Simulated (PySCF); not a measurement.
Radial density of Eu³⁺ (europium, charge +3)

UHF, [Xe] 4f6, high-spin 7F determinant. Calculation: PySCF 2.14, in x2c-TZVPPall (11s7p7d4f2g, 113 functions); scalar relativity by spin-free X2C-1e.

```json
{"r (bohr)": "0.0262", "4πr²ρ (e/bohr)": "74.23", "4πr²(ρα − ρβ)": "0.0044"}
{"r (bohr)": "0.0441", "4πr²ρ (e/bohr)": "88.38", "4πr²(ρα − ρβ)": "0.0067"}
{"r (bohr)": "0.0742", "4πr²ρ (e/bohr)": "110.2", "4πr²(ρα − ρβ)": "-0.0048"}
{"r (bohr)": "0.125", "4πr²ρ (e/bohr)": "82.56", "4πr²(ρα − ρβ)": "0.0628"}
{"r (bohr)": "0.210", "4πr²ρ (e/bohr)": "95.92", "4πr²(ρα − ρβ)": "0.9483"}
{"r (bohr)": "0.353", "4πr²ρ (e/bohr)": "40.78", "4πr²(ρα − ρβ)": "4.3306"}
{"r (bohr)": "0.594", "4πr²ρ (e/bohr)": "45.45", "4πr²(ρα − ρβ)": "7.2981"}
{"r (bohr)": "0.998", "4πr²ρ (e/bohr)": "15.21", "4πr²(ρα − ρβ)": "4.2832"}
{"r (bohr)": "1.68", "4πr²ρ (e/bohr)": "6.320", "4πr²(ρα − ρβ)": "0.7452"}
{"r (bohr)": "2.82", "4πr²ρ (e/bohr)": "0.4793", "4πr²(ρα − ρβ)": "-0.0170"}
{"r (bohr)": "4.75", "4πr²ρ (e/bohr)": "0.0008118", "4πr²(ρα − ρβ)": "0.0001"}
{"r (bohr)": "7.99", "4πr²ρ (e/bohr)": "1.712e-05", "4πr²(ρα − ρβ)": "0.0000"}
```

Densities and radii are taken from the X2C orbitals without a picture-change correction, which distorts them close to the nucleus.

Spin-orbit coupling, absent here, splits the open shell strongly.

Problem. Where is the radial spin density 4πr²(ρα − ρβ) most negative, and why is it negative at all?

Solution. Around r = 2.82 bohr, down to -0.0170 e/bohr: exchange with the open shell polarises the paired shells in an unrestricted calculation.
